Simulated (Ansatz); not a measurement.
Program: Ansatz. Geometries: PBE0-D4/def2-TZVP. ΔE: electronic, gas phase. CCSD(T)/CBS is the MP2 limit (def2-TZVPP, def2-QZVPP) plus CCSD(T) − MP2 in def2-TZVPP, frozen cores. Functionals use def2-TZVPP. B3LYP here is the variant with VWN-RPA as its local correlation; programs differ in this. For Br, Ga outer-core shells are correlated without core-valence functions, which leaves a few kJ/mol of doubt a bond. Scalar relativity is left out up to krypton. One conformer a species, not always the lowest.

`C[SiH2]S[SiH2][GaH2]` + HBr → `C[SiH2]Br` + `S[SiH2][GaH2]`  (ligand exchange at the Si–S bond)

```
             level  ΔE (kJ/mol)
           BLYP-D4        -23.7
          B3LYP-D4        -26.2
              PBE0        -34.8
             BHLYP        -45.5
         CAM-B3LYP        -40.7
     CCSD/def2-SVP        -31.9
CCSD(T)/def2-TZVPP        -24.6
SCS-MP2/def2-QZVPP        -30.6
```

(1) What does CCSD(T)/CBS give? (Estimate.)

Largest T1 diagnostic among the species: 0.013.

Results:

(1) Computed: -26.2 kJ/mol. The listed levels differ from it by 2.5, 0.0, -8.6, -19.3, -14.5, -5.7, 1.6, -4.4 kJ/mol.

The D4 term adds +18.9 kJ/mol with B3LYP and +10.7 kJ/mol with PBE0; it sums over pairs of atoms, weighted by their polarisabilities, and B3LYP, whose exchange is more repulsive, gets the larger term. In def2-TZVPP, CCSD(T) changes the Hartree–Fock value by +32.9 kJ/mol (the triples alone add +5.3 kJ/mol) and MP2 by +33.9 kJ/mol. Leaving LDA and LC-ωPBE aside and taking each functional with its dispersion term where it has one, the values, not all of them listed here, spread over 19.1 kJ/mol, from B2PLYP to revPBE-D4. LDA lies +17.9 kJ/mol from PBE without D4.
